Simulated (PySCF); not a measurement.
# Bonding in 1-ethylindane

Species: 1-ethylindane, C11H14.
Numbering: `[CH3:1][CH2:2][C@@H:3]1[CH2:4][CH2:5][c:6]2[cH:7][cH:8][cH:9][cH:10][c:11]21` (hydrogens: H12, H13, H14 on C1; H15, H16 on C2; H17 on C3; H18, H19 on C4; H20, H21 on C5; H22 on C7; H23 on C8; H24 on C9; H25 on C10)

Cartesian coordinates in Å at the PBE0-D3(BJ)/def2-SVP level; atoms count from 1:
```
atom  x, y, z in Å
C1     3.192    0.690    0.458
C2     1.724    0.994    0.207
C3     0.799   -0.182    0.496
C4     1.042   -1.428   -0.377
C5    -0.304   -2.163   -0.428
C6    -1.301   -1.048   -0.263
C7    -2.666   -1.036   -0.538
C8    -3.400    0.124   -0.283
C9    -2.775    1.254    0.247
C10   -1.407    1.239    0.527
C11   -0.672    0.085    0.268
H12    3.360    0.371    1.500
H13    3.823    1.573    0.276
H14    3.558   -0.117   -0.196
H15    1.419    1.854    0.827
H16    1.575    1.309   -0.842
H17    0.930   -0.464    1.561
H18    1.866   -2.060   -0.012
H19    1.311   -1.092   -1.394
H20   -0.447   -2.743   -1.354
H21   -0.397   -2.877    0.411
H22   -3.157   -1.919   -0.955
H23   -4.471    0.149   -0.503
H24   -3.359    2.157    0.439
H25   -0.924    2.129    0.940
```

Bond orders from the PBE0/pcSseg-1 density (PySCF). Geometry: PBE0-D3(BJ)/def2-SVP, one conformer, isolated molecule.

Task: How far do the computed orders between heavy atoms stray from the drawn ones?

Result: The largest departure is 0.115, at C11–C6 (drawn aromatic, 1.385), counting aromatic bonds as 1.5. The bonds drawn aromatic range from 1.39 to 1.44.

Task: Give the Mayer order of every bond between heavy atoms, beside its length.

Result: 
| bond | drawn as | length (Å) | Mayer order |
| --- | --- | --- | --- |
| C1–C2 | single | 1.520 | 1.062 |
| C2–C3 | single | 1.524 | 1.025 |
| C3–C4 | single | 1.541 | 0.999 |
| C4–C5 | single | 1.535 | 1.044 |
| C5–C6 | single | 1.505 | 1.042 |
| C6–C7 | aromatic | 1.392 | 1.429 |
| C7–C8 | aromatic | 1.397 | 1.431 |
| C8–C9 | aromatic | 1.396 | 1.439 |
| C9–C10 | aromatic | 1.397 | 1.433 |
| C10–C11 | aromatic | 1.392 | 1.428 |
| C11–C3 | single | 1.512 | 0.970 |
| C11–C6 | aromatic | 1.401 | 1.385 |

Bonds between the same two heavy elements. C–C: lowest C11–C3 (0.970, 1.512 Å), highest C8–C9 (1.439, 1.396 Å); in 5 of the 66 pairs the longer bond (by over 0.003 Å) has the higher order (by 0.02 or more).

Task: And the bonds to hydrogen?

Result: C–H: 0.91 to 0.98 (14 bonds).

Task: Sum the orders of all bonds at each heavy atom with more than one neighbour and set the sums beside the valence in the SMILES.

Result: C1 3.953 (drawn 4), C2 3.976 (drawn 4), C3 3.901 (drawn 4), C4 3.937 (drawn 4), C5 3.954 (drawn 4), C6 3.856 (drawn 4), C7 3.836 (drawn 4), C8 3.833 (drawn 4), C9 3.835 (drawn 4), C10 3.832 (drawn 4), C11 3.783 (drawn 4). Orders between atoms that aren't bonded are not in these sums.

The Mayer order sums products of elements of PS (density times overlap matrix) between the two atoms' basis functions, so it depends on the basis set.
